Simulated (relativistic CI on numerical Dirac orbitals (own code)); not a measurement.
# Forbidden transitions in Ni X

Method of calculation: Dirac-Coulomb-Breit CI, orbitals from a KLI potential per configuration, model QED, unscaled Slater integrals (own radial code, finite nucleus).

Configuration list (outside the closed core [Ne]): 3s2 3p6 3d, 3s2 3p5 3d2, 3s 3p6 3d2, 3s2 3p6 4s, 3s2 3p6 4p, 3s2 3p6 4d, 3s2 3p6 4f, 3s2 3p6 5s, 3s2 3p5 3d 4s, 3s2 3p6 5p, 3s2 3p6 5d, 3s2 3p5 3d 4p, 3s2 3p6 5f, 3s2 3p6 5g, 3s2 3p6 6s, 3s2 3p6 6p, 3s2 3p5 3d 4d, 3s2 3p6 6d, 3s 3p6 3d 4s, 3s2 3p6 7s, 3s2 3p6 7p, 3s2 3p5 3d 4f, 3s 3p6 4s2, 3s 3p6 3d 4p, 3p6 3d3, 3p5 3d4. Double excitations out of closed p, d and f shells are left out; levels of such configurations are missing from the list, as are those of other unlisted configurations, and high levels can miss mixing partners. These lack a partner that the ground configuration has and come out too high: 3s2 3p5 3d 4s, 3s2 3p5 3d 4p, 3s2 3p5 3d 4d, 3s2 3p5 3d 4f.

| λ vac (nm) | Lower | Upper | Type | A (s⁻¹) | log gf |
| --- | --- | --- | --- | --- | --- |
| 14.414 | 3s2 3p5 3d2 4D°_5/2 [5] | 3s2 3p5 3d 4s 4F°_9/2 [75] | E2 | 1.08e+05 | -5.47 |
| 14.486 | 3s2 3p5 3d2 4D°_7/2 [6] | 3s2 3p5 3d 4s 4F°_9/2 [75] | E2 | 3.46e+05 | -4.96 |
| 14.906 | 3s2 3p5 3d2 4G°_11/2 [7] | 3s2 3p5 3d 4s 4F°_9/2 [75] | E2 | 1.18e+06 | -4.41 |
| 14.949 | 3s2 3p5 3d2 4G°_9/2 [8] | 3s2 3p5 3d 4s 4F°_9/2 [75] | E2 | 3.93e+05 | -4.88 |
| 15.049 | 3s2 3p5 3d2 4P°_5/2 [10] | 3s2 3p5 3d 4s 4F°_9/2 [75] | E2 | 2.43e+05 | -5.08 |
| 15.190 | 3s2 3p6 3d 2D_3/2 [1] | 3s2 3p6 4s 2S_1/2 [44] | E2 | 1.38e+06 | -5.02 |
| 15.262 | 3s2 3p6 3d 2D_5/2 [2] | 3s2 3p6 4s 2S_1/2 [44] | E2 | 2.05e+06 | -4.84 |
| 15.397 | 3s2 3p5 3d2 4F°_9/2 [16] | 3s2 3p5 3d 4s 4F°_9/2 [75] | E2 | 1.42e+05 | -5.30 |
| 16.449 | 3s2 3p5 3d2 4D°_7/2 [29] | 3s2 3p5 3d 4s 4F°_9/2 [75] | E2 | 1.34e+05 | -5.26 |
| 17.361 | 3s2 3p6 3d 2D_5/2 [2] | 3s2 3p5 3d2 2G°_9/2 [38] | M2 | 3.16e+01 | -8.84 |
| 18.835 | 3s2 3p6 3d 2D_5/2 [2] | 3s2 3p5 3d2 2G°_9/2 [27] | M2 | 1.51e+01 | -9.09 |
| 19.258 | 3s2 3p6 3d 2D_5/2 [2] | 3s2 3p5 3d2 2H°_11/2 [23] | E3 | 1.42e+00 | -10.02 |
| 20.130 | 3s2 3p6 3d 2D_5/2 [2] | 3s2 3p5 3d2 4F°_9/2 [16] | M2 | 7.07e+01 | -8.37 |
| 20.951 | 3s2 3p6 3d 2D_5/2 [2] | 3s2 3p5 3d2 4G°_9/2 [8] | M2 | 1.95e+00 | -9.89 |
| 21.037 | 3s2 3p6 3d 2D_5/2 [2] | 3s2 3p5 3d2 4G°_11/2 [7] | E3 | 5.90e-04 | -13.33 |
| 99.357 | 3s2 3p5 3d2 4G°_11/2 [7] | 3s2 3p5 3d2 2G°_9/2 [38] | M1 | 3.43e+01 | -7.29 |
| 126.22 | 3s2 3p5 3d2 4F°_9/2 [16] | 3s2 3p5 3d2 2G°_9/2 [38] | M1 | 3.09e+01 | -7.13 |
| 128.83 | 3s2 3p5 3d2 4F°_7/2 [17] | 3s2 3p5 3d2 2G°_9/2 [38] | M1 | 1.97e+01 | -7.31 |
| 133.33 | 3s2 3p5 3d2 4D°_7/2 [6] | 3s2 3p5 3d2 2G°_9/2 [27] | M1 | 4.00e+00 | -7.97 |
| 146.25 | 3s2 3p5 3d2 2F°_7/2 [21] | 3s2 3p5 3d2 2G°_9/2 [38] | M1 | 2.44e+01 | -7.11 |
| 168.71 | 3s2 3p5 3d2 4G°_11/2 [7] | 3s2 3p5 3d2 2H°_9/2 [28] | M1 | 1.25e+02 | -6.27 |
| 176.30 | 3s2 3p5 3d2 2H°_11/2 [23] | 3s2 3p5 3d2 2G°_9/2 [38] | M1 | 1.39e+02 | -6.19 |
| 179.96 | 3s2 3p5 3d2 4G°_11/2 [7] | 3s2 3p5 3d2 2G°_9/2 [27] | M1 | 9.65e+01 | -6.33 |
| 183.34 | 3s2 3p5 3d2 4G°_7/2 [9] | 3s2 3p5 3d2 2H°_9/2 [28] | M1 | 5.12e+00 | -7.59 |
| 196.70 | 3s2 3p5 3d2 4G°_7/2 [9] | 3s2 3p5 3d2 2G°_9/2 [27] | M1 | 1.22e+01 | -7.15 |
| 201.21 | 3s2 3p5 3d2 2G°_7/2 [26] | 3s2 3p5 3d2 2G°_9/2 [38] | M1 | 1.25e+01 | -7.12 |
| 221.83 | 3s2 3p5 3d2 2G°_9/2 [27] | 3s2 3p5 3d2 2G°_9/2 [38] | M1 | 4.71e+01 | -6.46 |
| 227.66 | 3s2 3p5 3d2 4G°_11/2 [7] | 3s2 3p5 3d2 2H°_11/2 [23] | M1 | 2.31e+00 | -7.67 |
| 238.31 | 3s2 3p5 3d2 4G°_9/2 [8] | 3s2 3p5 3d2 2H°_11/2 [23] | M1 | 8.95e-01 | -8.04 |
| 241.69 | 3s2 3p5 3d2 2H°_9/2 [28] | 3s2 3p5 3d2 2G°_9/2 [38] | M1 | 5.82e+01 | -6.29 |
| 244.77 | 3s2 3p5 3d2 4D°_7/2 [6] | 3s2 3p5 3d2 4F°_9/2 [16] | M1 | 3.35e+01 | -6.52 |
| 264.18 | 3s2 3p5 3d2 4F°_9/2 [16] | 3s2 3p5 3d2 2H°_9/2 [28] | M1 | 3.33e+01 | -6.46 |
| 275.88 | 3s2 3p5 3d2 4F°_7/2 [17] | 3s2 3p5 3d2 2H°_9/2 [28] | M1 | 4.63e+00 | -7.28 |
| 292.85 | 3s2 3p5 3d2 4F°_9/2 [16] | 3s2 3p5 3d2 2G°_9/2 [27] | M1 | 2.77e+01 | -6.45 |
| 307.30 | 3s2 3p5 3d2 4F°_7/2 [17] | 3s2 3p5 3d2 2G°_9/2 [27] | M1 | 3.62e+00 | -7.29 |
| 370.37 | 3s2 3p5 3d2 2F°_7/2 [21] | 3s2 3p5 3d2 2H°_9/2 [28] | M1 | 5.20e+00 | -6.97 |
| 429.28 | 3s2 3p5 3d2 2F°_7/2 [21] | 3s2 3p5 3d2 2G°_9/2 [27] | M1 | 5.82e+00 | -6.79 |
| 466.85 | 3s2 3p5 3d2 4G°_11/2 [7] | 3s2 3p5 3d2 4F°_9/2 [16] | M1 | 1.94e+01 | -6.20 |
| 467.33 | 3s2 3p5 3d2 4D°_7/2 [6] | 3s2 3p5 3d2 4G°_9/2 [8] | M1 | 1.15e+00 | -7.42 |
| 513.99 | 3s2 3p5 3d2 4G°_9/2 [8] | 3s2 3p5 3d2 4F°_9/2 [16] | M1 | 9.20e+00 | -6.44 |
| 514.56 | 3s2 3p5 3d2 4D°_7/2 [6] | 3s2 3p5 3d2 4G°_11/2 [7] | E2 | 5.71e-04 | -10.57 |
| 651.61 | 3s2 3p5 3d2 2H°_11/2 [23] | 3s2 3p5 3d2 2H°_9/2 [28] | M1 | 2.80e+01 | -5.75 |
| 858.99 | 3s2 3p5 3d2 2H°_11/2 [23] | 3s2 3p5 3d2 2G°_9/2 [27] | M1 | 9.77e+00 | -5.97 |
| 3224.2 | 3s2 3p6 3d 2D_3/2 [1] | 3s2 3p6 3d 2D_5/2 [2] | M1 | 3.22e-01 | -6.52 |
| 5090.7 | 3s2 3p5 3d2 4G°_11/2 [7] | 3s2 3p5 3d2 4G°_9/2 [8] | M1 | 2.43e-01 | -6.02 |

Terms are leading LS components. Brackets give the number of a level in order of energy, since labels repeat. The list gives strong lines, with weight on those to low levels, among the lowest 400 of 615 levels, so that lines to higher ones, which can be the strongest, are missing. Levels whose partners in the same complex of configurations lie outside the list can be far off, and so can their lines. Rates are taken at the computed energies, electric ones in the length gauge.

At this charge energies of transitions that change n are usually good to better than 1 %, and those within a shell (Δn = 0) to a few per cent.

LS names give the leading component of a level, which can be under half, so a name can repeat, a term be missing and a line seem to break the LS rules.
